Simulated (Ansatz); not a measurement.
Isomers of Pb$_{2}$S$_{5}$⁻ (doublet), relaxed with PBE-D4/def2-SVPD; total energies from Ansatz at PBE0-D4/def2-SVP.

| isomer | description | energy (Eh) |
| --- | --- | --- |
| A | point group not assigned; 6 × Pb–S 2.58 to 2.73 Å; 2 × S–S 2.06 Å | -2375.68210 |
| B | point group not assigned; 6 × Pb–S 2.63 to 2.90 Å; 2 × S–S 2.02 to 2.12 Å | -2375.66887 |
| C | point group not assigned; 5 × Pb–S 2.56 to 2.79 Å; 2 × S–S 2.02 to 2.08 Å | -2375.66188 |

In the def2 sets Pb takes a core potential; there is no spin–orbit coupling.

The isomers come from a short search, and lower ones may exist.

Question: Work out the relative energies (1 Eh = 2625.5 kJ/mol) and the Boltzmann populations at 1200 K from electronic energies alone (R = 8.314 J/mol/K).

Answer: ΔE: A 0.0, B 34.7, C 53.1 kJ/mol. RT = 9.98 kJ/mol. Factors exp(−ΔE/RT): A 1, B 0.0309, C 0.00489; sum 1.036. Populations: A 96.5 %, B 3.0 %, C 0.5 %. Zero-point energy, vibrational entropy and symmetry numbers are left out and can shift these; an error of 4 kJ/mol changes a ratio by a factor of 1.5. Over the other density-functional and correlated levels in def2 sets, the gap between A and B ranges from 21 to 39 kJ/mol.
